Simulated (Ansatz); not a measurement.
**Cost against result**

The pair of H2 (SMILES [H][H], atoms 1–2) and BCl3 (SMILES ClB(Cl)Cl, atoms 3–6), both closed shells, in one local arrangement (a lower one may exist), relaxed at PBE0-D4/def2-TZVP:

H1  (0.129, 0.004, -2.172)
H2  (-0.480, -0.420, -2.096)
Cl3  (1.695, 0.725, 0.844)
B4  (0.087, 0.104, 1.066)
Cl5  (-1.267, 1.191, 1.102)
Cl6  (-0.164, -1.604, 1.257)
(Å)

Interaction energies are counterpoise-corrected; the time is that of the whole pair.

Ansatz 0.2.0; basis: as named in each row; cores frozen in the correlated methods. B3LYP uses VWN-RPA correlation. Extrapolation: Hartree–Fock as exp(−7.88 √X), correlation as X^−2.97.

Times are rough, for one single point on 4 threads of a shared host (Arm Neoverse V1).

The estimate by CCSD(T) at an estimated basis limit (MP2 extrapolated from triple and quadruple zeta, plus CCSD(T) − MP2 in triple zeta) is -0.029 eV.

```csv
method,basis,time (s),interaction energy (eV),method less estimate
HF,STO-3G,under 1,0.010,0.039
PBE-D4,STO-3G,under 1,-0.020,0.008
SPW92,def2-SVP,under 1,-0.040,-0.011
PBE-D4,def2-SVP,under 1,-0.030,-0.001
B3LYP-D4,6-31G,under 1,-0.018,0.011
PBE0-D4,def2-SVP,under 1,-0.027,0.001
CCSD(T),def2-SVP,1,0.002,0.030
revPBE-D4,def2-TZVPPD,2,-0.024,0.005
PBE-D4,def2-TZVPPD,2,-0.034,-0.005
BLYP-D4,def2-TZVPPD,2,-0.015,0.014
wB97M-V,def2-SVP,3,-0.021,0.008
HSE06-D4,def2-TZVPPD,3,-0.031,-0.003
B3LYP-D4,def2-TZVPPD,3,-0.022,0.007
PBE0-D4,def2-TZVPPD,3,-0.031,-0.003
r2SCAN-D4,def2-TZVPPD,4,-0.021,0.007
B2PLYP,def2-TZVPPD,4,-0.002,0.027
wB97X-V,def2-TZVPPD,6,-0.031,-0.003
wB97M-V,def2-TZVPPD,8,-0.029,-0.001
B97M-V,def2-TZVPPD,8,-0.027,0.001
MP2,def2-QZVPPD,10,-0.027,0.001
CCSD(T),def2-TZVPPD,64,-0.022,0.007
```

T1 diagnostic: at most 0.012.
